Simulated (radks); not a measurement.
Pb2.5+, 79.5 electrons, occupied as [Xe] 4f14 5d(up 5, down 4.5) 6s2 (fractional occupations, a model configuration).

Calculated with a radial shooting solver on a logarithmic mesh with Libxc functionals: scalar-relativistic Kohn-Sham, LDA (Slater exchange, Perdew-Wang correlation), spin-polarised, spherical densities, finite nucleus; Fermi nuclear charge, rms radius 5.5012 fm.

Energy parts (hartree):
part                       energy
total                 -20863.3469
kinetic                23557.5897
electron-nucleus      -52011.3462
Hartree                 7964.7988
exchange-correlation    -374.3892

Orbitals (lengths in bohr, moments of r in powers of bohr):
| orbital | occ. | eigenvalue (hartree) | <r^2> |
|---|---|---|---|
| 1s up | 1 | -3235.055 | 0.0003579 |
| 1s down | 1 | -3235.055 | 0.0003579 |
| 2s up | 1 | -579.4981 | 0.005428 |
| 2s down | 1 | -579.4963 | 0.005428 |
| 2p up | 3 | -497.6438 | 0.004620 |
| 2p down | 3 | -497.6423 | 0.004620 |
| 3s up | 1 | -139.8046 | 0.03492 |
| 3s down | 1 | -139.8035 | 0.03492 |
| 3p up | 3 | -116.3212 | 0.03615 |
| 3p down | 3 | -116.3202 | 0.03615 |
| 3d up | 5 | -92.26291 | 0.02994 |
| 3d down | 5 | -92.26144 | 0.02994 |
| 4s up | 1 | -32.33757 | 0.1669 |
| 4s down | 1 | -32.33562 | 0.1669 |
| 4p up | 3 | -24.63490 | 0.1912 |
| 4p down | 3 | -24.63294 | 0.1912 |
| 4d up | 5 | -15.69795 | 0.2146 |
| 4d down | 5 | -15.69566 | 0.2146 |
| 4f up | 7 | -5.82324 | 0.2466 |
| 4f down | 7 | -5.82041 | 0.2464 |
| 5s up | 1 | -6.22396 | 0.8130 |
| 5s down | 1 | -6.21352 | 0.8125 |
| 5p up | 3 | -4.07505 | 1.068 |
| 5p down | 3 | -4.06313 | 1.068 |
| 5d up | 5 | -1.67489 | 1.873 |
| 5d down | 4.5 | -1.66291 | 1.878 |
| 6s up | 1 | -1.23769 | 4.946 |
| 6s down | 1 | -1.23194 | 4.969 |

The highest occupied level is 6s down at -33.523 eV. Summed over all electrons, <r^2> = 43.47 bohr^2, which gives a Langevin (diamagnetic) susceptibility term of -34.4 x 10^-6 cm^3/mol.
